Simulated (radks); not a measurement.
The numbers below are computed, except where a source is named.
Question: The table gives one normalised radial function P(r) = r R(r) (large component) of Ta4+ in [Xe] 4f14 5d1 (r in bohr). Code: a radial shooting solver on a logarithmic mesh with Libxc functionals. Model: Dirac Kohn-Sham, PBE, spin-unpolarised, spherical densities, finite nucleus; open shells are shared between the two j in proportion to 2j + 1; Fermi nuclear charge, rms radius 5.3507 fm.

r	P
0.002501	0.0164
0.003336	0.0233
0.004449	0.0334
0.005934	0.0483
0.007914	0.0696
0.01056	0.0992
0.01408	0.1382
0.01878	0.1848
0.02484	0.2304
0.03314	0.2604
0.0442	0.2446
0.05895	0.1497
0.07862	-0.0353
0.1049	-0.2565
0.1399	-0.3731
0.1865	-0.2272
0.2468	0.1598
0.3292	0.5175
0.4391	0.4420
0.5856	-0.1242
0.781	-0.7789
1.042	-1.0660
1.389	-0.8812
1.853	-0.4802
2.452	-0.1738
3.27	-0.0358
4.362	-0.0036
5.818	-0.0001

Which n and l does it have? It may be an empty orbital.

Answer: n = 5, l = 1: the number of nodes gives n - l - 1 = 3, the rise at small r points to l (for j = l - 1/2 the large component starts outside the nucleus as r^gamma with gamma = sqrt(l^2 - (Z/c)^2) = 0.85 and the r^(l+1) term takes over further out; the orbital of l - 1 with the same j starts with the same power, but with a larger coefficient, and does not steepen), and the extent must fit the shell. The curve is that of 5p1/2; the two j differ most near the nucleus, where j = l - 1/2 has the larger amplitude, and in heavy atoms j = l - 1/2 is also the more compact. 5p1/2: eigenvalue -87.141 eV, 3 radial nodes at r = 0.0750, 0.222, 0.556 bohr, <r> = 1.20 bohr, 90 % of the charge inside 1.74 bohr.
